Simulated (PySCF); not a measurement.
## A small calculation by hand: chemical shift, span and skew from a shielding tensor

C2H7ClOSi, SMILES [SiH2](Cl)[C@@H](C)O. Atoms are numbered in the order given.

```xyz
12

C     -2.3410    -0.6259     0.7231
C     -1.2193     0.1513     0.0293
O     -1.1300     1.5062     0.4782
Si     0.4805    -0.7086     0.2204
Cl     1.9187     0.2488    -0.9419
H     -2.1301    -0.7667     1.8058
H     -2.4819    -1.6315     0.2762
H     -3.2959    -0.0677     0.6369
H     -1.4407     0.2179    -1.0586
H     -0.9314     1.4799     1.4339
H      0.4483    -2.1608    -0.1725
H      0.8879    -0.5827     1.6652
```
Charge 0, spin multiplicity 1.

Coordinates come from a PBE-D3(BJ)/def2-SVP optimisation. The structure was generated by enumeration; whether it is a known compound was not checked. Other conformers were not sampled.

GIAO shieldings from KT2/pcSseg-1 in PySCF, non-relativistic, no solvent. The symmetric part of the tensor of C1 has the principal values 141.0, 156.7, 184.2 ppm. The same nucleus in TMS has σ = 185.1 ppm at this level (PySCF, at its B3LYP-D3(BJ)/def2-TZVP geometry). Without spin–orbit terms, shifts of atoms bonded to Cl or Br come out too high.

### Question
Work out the isotropic shielding, the ¹³C shift against TMS, the span and the skew.

### Answer

σ(iso) = (σ11 + σ22 + σ33)/3 = 160.6 ppm. δ = σ(ref) − σ(iso) = 185.1 − (160.6) = 24.5 ppm.
Span Ω = σ33 − σ11 = 43.2 ppm. Skew κ = 3(σ(iso) − σ22)/Ω = 0.27. Tumbling in solution averages the tensor to δ; in a static solid the shielding alone would spread this spin-1/2 line over Ω.
